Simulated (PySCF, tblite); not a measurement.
Isomers of C4H9F3Si2, one GFN2-xTB conformer each. Single-point energies are computed at PBE0/pcSseg-1 (PySCF, gas phase, no added dispersion term), electronic only.

```
                         SMILES  GFN2-xTB relative energy (kJ/mol)
FC(F)=C(F)[C@@H]([SiH3])C[SiH3]                               96.1
      FC(F)(F)C1C[SiH2][SiH2]C1                                0.0
   C[Si@H]1C[Si@@H](C(F)(F)F)C1                              111.6
```

Conformers: `[F:1][C:2]([F:3])=[C:4]([F:5])[C@@H:6]([SiH3:7])[CH2:8][SiH3:9]` with C2–C4–C6–Si7 118°, C4–C6–C8–Si9 172°; `[F:1][C:2]([F:3])([F:4])[CH:5]1[CH2:6][SiH2:7][SiH2:8][CH2:9]1` with C2–C5–C6–Si7 -76°, C5–C6–Si7–Si8 -24°, C6–Si7–Si8–C9 0°, Si7–Si8–C9–C5 24°; `[CH3:1][Si@H:2]1[CH2:3][Si@@H:4]([C:5]([F:6])([F:7])[F:8])[CH2:9]1` with C1–Si2–C3–Si4 108°, Si2–C3–Si4–C5 -102°, C3–Si4–C9–Si2 -7°, C1–Si2–C9–Si4 -108°.

Q: What does PBE0/pcSseg-1 give for the same structures?

A: 
```
                         SMILES  PBE0/pcSseg-1 E (Eh)  PBE0/pcSseg-1 (kJ/mol)  GFN2-xTB (kJ/mol)  point group
   C[Si@H]1C[Si@@H](C(F)(F)F)C1           -1035.60988                     0.0              111.6           Cs
      FC(F)(F)C1C[SiH2][SiH2]C1           -1035.60286                    18.4                0.0           Cs
FC(F)=C(F)[C@@H]([SiH3])C[SiH3]           -1035.51699                   243.9               96.1           C1
```

GFN2-xTB puts FC(F)(F)C1C[SiH2][SiH2]C1 lowest instead; measured from each level's own lowest isomer, the values differ by up to 147.8 kJ/mol (FC(F)=C(F)[C@@H]([SiH3])C[SiH3]: 96.1 against 243.9). As drawn, the lowest has a four-membered ring, which the highest lacks; the highest has a C=C bond outside aromatic rings, which the lowest lacks.

Q: Which frontier levels, dipoles and rotational constants go with these structures?

A: 
| SMILES | HOMO (eV, PBE0/pcSseg-1) | LUMO (eV) | dipole (D) | A, B, C (MHz) |
| --- | --- | --- | --- | --- |
| C[Si@H]1C[Si@@H](C(F)(F)F)C1 | -8.14 | -0.01 | 2.74 | 1918, 760.6, 703.0 |
| FC(F)(F)C1C[SiH2][SiH2]C1 | -8.05 | 0.07 | 2.18 | 1800, 957.9, 820.1 |
| FC(F)=C(F)[C@@H]([SiH3])C[SiH3] | -7.15 | 0.11 | 1.64 | 1628, 601.4, 542.7 |

Q: What happens when harmonic zero-point energies from GFN2-xTB frequencies are added?

A: 
```tsv
SMILES	ZPE (kJ/mol)	electronic (kJ/mol)	with ZPE (kJ/mol)
C[Si@H]1C[Si@@H](C(F)(F)F)C1	314.4	0.0	0.0
FC(F)(F)C1C[SiH2][SiH2]C1	312.6	18.4	16.6
FC(F)=C(F)[C@@H]([SiH3])C[SiH3]	291.4	243.9	220.8
```

The zero-point energies span 23.0 kJ/mol. The order is unchanged.
